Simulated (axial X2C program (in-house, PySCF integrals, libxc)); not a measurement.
# NiN along the bond: TPSS, 2c

Computed with an in-house relativistic program for diatomic molecules. Two-component (2c) means X2C with spin–orbit coupling and atomic mean-field two-electron Coulomb and Gaunt terms. Basis: Ni dyall-cv3z [9s9p6d3f2g], N dyall-av3z [7s7p3d2f] (cores contracted in-house); Gaussian nuclei, density fitting, unrestricted open shells. Masses: Ni 57.935 u, N 14.003 u.

State: Ω = 3/2 (⟨Sz⟩ = 1.50, ⟨Lz⟩ = 0.00 at TPSS). Dipoles are positive if N is the positive end.

```tsv
R (Å)	μ (D)	HOMO (eV)	LUMO (eV)
1.428	-2.901	-5.13	-4.45
1.493	-3.180	-5.15	-4.48
1.542	-3.356	-5.17	-4.49
1.592	-3.507	-5.10	-4.49
1.641	-3.633	-4.96	-4.48
1.698	-3.752	-4.80	-4.46
1.756	-3.845	-4.66	-4.41
1.830	-3.931	-4.50	-4.34
1.920	-3.998	-4.33	-4.23
2.051	-4.049	-4.15	-4.08
```

Q: The minimum lies at 1.603 Å. What is the dipole moment there, and its slope?

A: At TPSS, 2c, with the sign and origin stated: μ = -3.54 D, dμ/dR = -2.69 D/Å.

One determinant describes the state; a PBE0 search over occupations chose it and may have missed a lower one. Density functionals use the spin component along the axis (collinear). Other states lie close and PBE0, whose exact exchange favours high spin, may order them wrongly; the determinant shown need not be the ground state. The nearest other 2c determinant of the search, Ω = 1/2, lies 0.25 eV up at the distance of the search. With several unpaired electrons one determinant need not be a pure state. This is the top spin component of a Σ state; components of lower Ω are not single determinants and can lie lower.
